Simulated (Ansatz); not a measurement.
Input file for Mo2, SMILES `[Mo][Mo]`:

```yaml
crystal:
  periodic: [false, false, false]
  atoms:
    - {symbol: Mo, position_ang: [-0.802409, 0.283947, -0.407265]}
    - {symbol: Mo, position_ang: [0.802409, -0.283947, 0.407265]}
basis:
  gaussian: {orbitals: def2-QZVPP}
correlation: {method: ccsd_t}
```

```sh
$ ansatz run in.yaml --threads 2 --pin off --events-out ev --progress --plain --max-ram 32768MiB --backend cuda --devices 0, --max-vram 18GiB
```

Log, shortened:

```
Functional definition: HF
1099 factors; integrals over basis functions are off by at most 1.3e-3 eV
mean field evaluation 1: about -3664.0473 eV, gradient 4.6e1 eV
mean field evaluation 2: about -3664.0718 eV, gradient 4.6e1 eV
mean field evaluation 4: about -3668.1337 eV, gradient 1.5e0 eV
mean field evaluation 8: about -3668.1597 eV, gradient 1.3e-1 eV
mean field evaluation 16: about -3668.1600 eV, gradient 2.0e-3 eV
mean field evaluation 32: about -3669.5226 eV, gradient 2.2e-6 eV
mean field -3669.52263507 eV, -134.8524695469 hartree, gradient 4.8e-6 eV, S^2 0.000000; 8 other end points of the search recorded, 0 dependent functions left out; unrestricted orbitals would lower it
determinant -3669.52263507 eV, -134.8524695469 hartree, with singles and doubles -3700.24910226 eV, -135.9816463890 hartree
determinant -3668.15996773 eV, -134.8023924460 hartree, with singles and doubles -3700.46886722 eV, -135.9897226025 hartree
determinant -3668.09835766 eV, -134.8001283178 hartree, with singles and doubles -3696.84737375 eV, -135.8566351721 hartree
determinant -3669.52263507 eV, -134.8524695469 hartree, with singles and doubles -3700.09816508 eV, -135.9760995499 hartree
determinant -3668.15996773 eV, -134.8023924460 hartree, with singles and doubles -3700.34627885 eV, -135.9852175628 hartree
determinant -3669.52263507 eV, -134.8524695469 hartree, with singles and doubles -3701.00771146 eV, -136.0095247629 hartree
determinant -3668.15996773 eV, -134.8023924460 hartree, with singles and doubles -3700.50360725 eV, -135.9909992749 hartree
unrestricted determinant -3673.46956713 eV, -134.9975166248 hartree, S^2 3.6403
reference -3668.15996773 eV, -134.8023924460 hartree; 14, 14 occupied and 148, 148 virtual orbitals, 1099 factors
second order -44.84725843 eV of doubles, -0.00000000 eV of singles
cycle   1  -21.51062725 eV  change     2.3e1 eV  update   9.5e-1
cycle   2  -33.63123025 eV  change    -1.2e1 eV  update    1.1e0
cycle   3  -32.86318061 eV  change    7.7e-1 eV  update   2.1e-1
cycle   4  -32.29056918 eV  change    5.7e-1 eV  update   7.3e-2
cycle   5  -32.18631096 eV  change    1.0e-1 eV  update   1.4e-2
cycle   6  -32.30026839 eV  change   -1.1e-1 eV  update   1.8e-2
cycle   7  -32.33932665 eV  change   -3.9e-2 eV  update   6.3e-3
cycle   8  -32.34228723 eV  change   -3.0e-3 eV  update   1.2e-3
cycle   9  -32.34283511 eV  change   -5.5e-4 eV  update   3.3e-4
cycle  10  -32.34339320 eV  change   -5.6e-4 eV  update   1.1e-4
cycle  11  -32.34368733 eV  change   -2.9e-4 eV  update   4.3e-5
cycle  12  -32.34364294 eV  change    4.4e-5 eV  update   1.1e-5
cycle  13  -32.34363969 eV  change    3.3e-6 eV  update   3.7e-6
perturbative correction -3.01483251 eV, -0.1107930512 hartree
WARN: the results are in doubt because among natural orbitals full CI differs from the method by -0.262 eV
Total energy: -3703.51843993 eV, -136.1017923323 hartree
In doubt: among natural orbitals full CI differs from the method by -0.262 eV
```

Run time 32 s (2 threads of an AMD EPYC 7R13 on a shared host and a share of an NVIDIA H100 80 GB); peak host memory 0.97 GiB.

MP2 recovers 126.8 % of the CCSD(T) correlation energy and the triples give 8.5 %; T1 = 0.0276.
